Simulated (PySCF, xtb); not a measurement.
SiHBr, SMILES [SiH]Br (connectivity only; charge and spin as stated), neutral, multiplicity 1.

Harmonic wavenumbers (cm⁻¹) from GFN2-xTB in xtb 6.7.1 at its own minimum, in rising order: 361, 744, 2097.

Question: What does B3LYP-D3(BJ)/def2-TZVP (PySCF 2.14.0) give at its own minimum? (Estimate from the structure and the level; the computed values follow.)

Answer: 393, 774, 2018. Paired by order, the mean absolute difference is 47 cm⁻¹ and the zero-point energies are 4.6 and 4.6 kcal/mol.
